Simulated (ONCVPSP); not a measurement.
# Building the ONCV potential for H (Z = 1) (PBEsol, fully relativistic).

ONCVPSP 4.0.1 was run on this input:

```
# ATOM AND REFERENCE CONFIGURATION
# atsym  z   nc   nv     iexc    psfile
  H 1.00    0    1  -116133      upf
#
#   n    l    f
    1    0    0.50
#
# PSEUDOPOTENTIAL AND OPTIMIZATION
# lmax
    1
#
#   l,   rc,      ep,       ncon, nbas, qcut
    0    1.35    0.00    4    7   10.00
    1    1.40    0.04    4    7    5.70
#
# LOCAL POTENTIAL
# lloc, lpopt,  rc(5),   dvloc0
    4    5    1.30   -1.00
#
# VANDERBILT-KLEINMAN-BYLANDER PROJECTORs
# l, nproj, debl
    0    2    2.60
    1    3    2.10
#
# MODEL CORE CHARGE
# icmod, fcfact, rcfact
    0    0.00    0.00
#
# LOG DERIVATIVE ANALYSIS
# epsh1, epsh2, depsh
   -2.00    5.00    0.02
#
# OUTPUT GRID
# rlmax, drl
    6.00    0.01
#
# TEST CONFIGURATIONS
# ncnf
    1
# nvcnf
#   n    l    f
    1
    1    0    1.00
#
```

Command:

```bash
oncvpspr.x < H.dat > H.out
```

The program printed (shortened: citation, most of the input echo, consistency checks and plot data are left out):

```
ONCVPSP  (Optimized Norm-Conservinng Vanderbilt PSeudopotential)
relativistic version 4.0.1

#   n    l    f        energy (Ha)
    1    0    0.50    -4.5654405D-01

Reference configufation results
  iterations    12
  all-electron total energy (Ha)   -2.78739066D-01

Begin loop to  construct optimized pseudo wave functions
and semi-local pseudopoentials for all angular momenta

   Wellstate for l =  0  n =  3 kap= -1
     eigenvalue =   2.1435
     asymptotic potential =   2.6435
     half-point radius =  3.0156

Calculating optimized projector #   1

 for l=   0

    Fraction of norm inside rc  0.538449
    Optimizing pswf for qcut=  10.01 a_B^-1,  ecut=  50.09 Ha
    Residual kinetic energy error=  2.99D-09 Ha

    Energy error per electron        Cutoff
         Ha          eV             Ha
         0.01000     0.27211        9.25
         0.00100     0.02721       17.98
         0.00010     0.00272       26.13
         0.00001     0.00027       33.21

Calculating optimized projector #   2

 for l=   0

    Fraction of norm inside rc  0.106703
    Optimizing pswf for qcut=  10.01 a_B^-1,  ecut=  50.09 Ha
    Residual kinetic energy error=  5.27D-08 Ha

    Energy error per electron        Cutoff
         Ha          eV             Ha
         0.01000     0.27211       11.38
         0.00100     0.02721       20.53
         0.00010     0.00272       29.52
         0.00001     0.00027       37.24

   Wellstate for l =  1  n =  2 kap= -2
     eigenvalue =   0.0400
     asymptotic potential =   0.5400
     half-point radius =  5.7671

   Wellstate for l =  1  n =  4 kap= -2
     eigenvalue =   2.1400
     asymptotic potential =   2.6400
     half-point radius =  3.8807

   Wellstate for l =  1  n =  5 kap= -2
     eigenvalue =   4.2400
     asymptotic potential =   4.7400
     half-point radius =  3.5269

Calculating optimized projector #   1

 for l=   1

    Fraction of norm inside rc  0.047775
    Optimizing pswf for qcut=   5.71 a_B^-1,  ecut=  16.30 Ha
    Residual kinetic energy error=  2.57D-06 Ha

    Energy error per electron        Cutoff
         Ha          eV             Ha
         0.01000     0.27211        1.41
         0.00100     0.02721        3.67
         0.00010     0.00272        7.82
         0.00001     0.00027       13.11

Calculating optimized projector #   2

 for l=   1

    Fraction of norm inside rc  0.128342
    Optimizing pswf for qcut=   5.71 a_B^-1,  ecut=  16.30 Ha
    Residual kinetic energy error=  6.07D-05 Ha

    Energy error per electron        Cutoff
         Ha          eV             Ha
         0.01000     0.27211        5.34
         0.00100     0.02721        9.91
         0.00010     0.00272       15.23
         0.00001     0.00027       20.86

Calculating optimized projector #   3

 for l=   1

    Fraction of norm inside rc  0.083740
    Optimizing pswf for qcut=   5.71 a_B^-1,  ecut=  16.30 Ha
    Residual kinetic energy error=  4.42D-04 Ha

    Energy error per electron        Cutoff
         Ha          eV             Ha
         0.01000     0.27211        8.27
         0.00100     0.02721       13.54
         0.00010     0.00272       19.47
         0.00001     0.00027       25.78

   Wellstate for l =  1  n =  2 kap=  1
     eigenvalue =   0.0400

   Wellstate for l =  1  n =  4 kap=  1
     eigenvalue =   2.1400

   Wellstate for l =  1  n =  5 kap=  1
     eigenvalue =   4.2400

Calculating optimized projector #   1

 for l=   1

    Fraction of norm inside rc  0.047780
    Optimizing pswf for qcut=   5.71 a_B^-1,  ecut=  16.30 Ha
    Residual kinetic energy error=  2.57D-06 Ha

    Energy error per electron        Cutoff
         Ha          eV             Ha
         0.01000     0.27211        1.41
         0.00100     0.02721        3.68
         0.00010     0.00272        7.83
         0.00001     0.00027       13.11

Calculating optimized projector #   2

 for l=   1

    Fraction of norm inside rc  0.128347
    Optimizing pswf for qcut=   5.71 a_B^-1,  ecut=  16.30 Ha
    Residual kinetic energy error=  6.07D-05 Ha

    Energy error per electron        Cutoff
         Ha          eV             Ha
         0.01000     0.27211        5.34
         0.00100     0.02721        9.92
         0.00010     0.00272       15.23
         0.00001     0.00027       20.86

Calculating optimized projector #   3

 for l=   1

    Fraction of norm inside rc  0.083742
    Optimizing pswf for qcut=   5.71 a_B^-1,  ecut=  16.30 Ha
    Residual kinetic energy error=  4.42D-04 Ha

    Energy error per electron        Cutoff
         Ha          eV             Ha
         0.01000     0.27211        8.27
         0.00100     0.02721       13.55
         0.00010     0.00272       19.47
         0.00001     0.00027       25.79

Construct Vanderbilt / Kleinmman-Bylander projectors

B matrix Hermiticity error, ll=  0  kap= -1
   1   2   -4.5647D-05

  Orthonormal projector coefficients -1.3484E+00  2.5601E-01

B matrix Hermiticity error, ll=  1  kap= -2
   1   2   -1.5226D-05
   1   3    3.0478D-05
   2   3    4.2735D-05

  Orthonormal projector coefficients -5.8650E+00  3.4586E-01  2.2804E-01

B matrix Hermiticity error, ll=  1  kap=  1
   1   2   -1.5227D-05
   1   3    3.0480D-05
   2   3    4.2737D-05

  Orthonormal projector coefficients -5.8350E+00  3.4569E-01  2.2977E-01

 Orthonormal scalar projector coefficients, l =  1
 -5.8550E+00  3.4580E-01  2.2861E-01  4.0888E-07 -3.0387E-07  2.7970E-10

 Orthonormal spin-orbit projector coefficients, l =  1
 -2.0392E-02 -1.3469E-03  4.5953E-04  1.6282E-04  2.9226E-05 -2.1425E-06

Pseudoatom total energy   -0.278642

Diagnostic tests using Vanderbilt-Kleinman-Bylander pseudopotentials
  relativistic with J = L +/- 1/2 projectors

   l  kap   rcore       rmatch      e in        delta e    norm test   slope test

   0  -1   1.3517692   1.3928118  -0.4565440  -0.0000018   1.0000120   1.0000212
   0  -1   1.3517692   1.3928118   2.1434559   0.0000168   1.0000440   1.0000440

   1  -2   1.4011687   1.4437112   0.0400000   0.0000063   1.0000277   1.0000277
   1   1   1.4011687   1.4437112   0.0399948   0.0000076   1.0000279   1.0000279
   1  -2   1.4011687   1.4437112   2.1400000   0.0000279   1.0000722   1.0000722
   1   1   1.4011687   1.4437112   2.1399826   0.0000284   1.0000724   1.0000724
   1  -2   1.4011687   1.4437112   4.2400000  -0.0000152   1.0001687   1.0001687
   1   1   1.4011687   1.4437112   4.2399762  -0.0000145   1.0001685   1.0001685

Diagnostic tests using Vanderbilt-Kleinman-Bylander pseudopotentials
  relativistic with scalar and spin-orbit non-local projectors

   l  kap   rcore       rmatch      e in        delta e    norm test   slope test

   0  -1   1.3517692   1.3928118  -0.4565440  -0.0000018   1.0000120   1.0000212
   0  -1   1.3517692   1.3928118   2.1434559   0.0000168   1.0000440   1.0000440

   1  -2   1.4011687   1.4437112   0.0400000   0.0000063   1.0000277   1.0000277
   1   1   1.4011687   1.4437112   0.0399948   0.0000075   1.0000279   1.0000279
   1  -2   1.4011687   1.4437112   2.1400000   0.0000278   1.0000722   1.0000722
   1   1   1.4011687   1.4437112   2.1399826   0.0000283   1.0000724   1.0000724
   1  -2   1.4011687   1.4437112   4.2400000  -0.0000152   1.0001686   1.0001686
   1   1   1.4011687   1.4437112   4.2399762  -0.0000147   1.0001685   1.0001685

Ghost test for J = L + 1/2

 Testing for bound ghosts
   n   l    E NL Schr. Eq   E Basis Diag.   E Cutoff

   1   0       -0.456546       -0.443463    102.41

   2   1       -0.058199        0.179024    152.57

 Testing for highly-localized positive-energy ghosts
       l    <radius>/rc     E Basis Diag.   E Cutoff

Ghost test for J = L - 1/2

 Testing for bound ghosts
   n   l    E NL Schr. Eq   E Basis Diag.   E Cutoff

   1   0       -0.456546       -0.443463    102.41

   2   1       -0.058200        0.179018    152.57

 Testing for highly-localized positive-energy ghosts
       l    <radius>/rc     E Basis Diag.   E Cutoff

Test configuration 0

   n   l kap    f        eae           eps        diff
   1   0  -1  0.5000   -0.45654405   -0.45654589   -1.84E-06

    Total energies and differences
      AE_ref= -2.78739066E-01  AE_tst= -2.78739066E-01  dif=  0.00E+00
      PS_ref= -2.78641538E-01  PS_tst= -2.78641538E-01  dif= -1.67E-16
      PSP excitation error=  1.67E-16

Test configuration 1

   n   l kap    f        eae           eps        diff
   1   0  -1  1.0000   -0.23269611   -0.23282128   -1.25E-04

    Total energies and differences
      AE_ref= -2.78739066E-01  AE_tst= -4.49898078E-01  dif= -1.71E-01
      PS_ref= -2.78641538E-01  PS_tst= -4.49844692E-01  dif= -1.71E-01
      PSP excitation error=  4.41E-05
```

The run took about 3.3 s on one core of a shared server CPU.
